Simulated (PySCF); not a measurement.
Stationary points of TaCl₄⁺

Method: PBE in PySCF with Ta def2-SVP with ECP60, Cl def2-SVP; scalar-relativistic core potentials, no spin–orbit coupling; density-fitted integrals.

Relaxations began from a few typed shapes. The search is not exhaustive: other isomers or separated fragments can lie lower, and high-lying points may rest on an excited occupation.

```json
{"spin": "singlet", "group": "Td", "bonds": "Ta–Cl 2.237 Å (×4)", "angles": "Cl–Ta–Cl 109.5° (×6)", "imaginary modes (cm⁻¹)": "none", "ΔE (kJ/mol)": "0.0", "ΔE with ZPE (kJ/mol)": "0.0"}
{"spin": "singlet", "group": "D4h", "bonds": "Ta–Cl 2.300 Å (×4)", "angles": "Cl–Ta–Cl 90.0° (×4), Cl–Ta–Cl 180.0° (×2)", "imaginary modes (cm⁻¹)": "154i, 97i", "ΔE (kJ/mol)": "312.6", "ΔE with ZPE (kJ/mol)": "–"}
```

The lowest minimum found is the singlet Td: Ta–Cl 2.237 Å (×4); Cl–Ta–Cl 109.5° (×6).

Formally Ta is in oxidation state +5, d0. The polar-tensor charge on Ta, 2.04, is far below the formal one.

For the lowest minimum: stability towards spin polarisation was not tested. No spin–orbit coupling is included, which matters more the heavier the element.
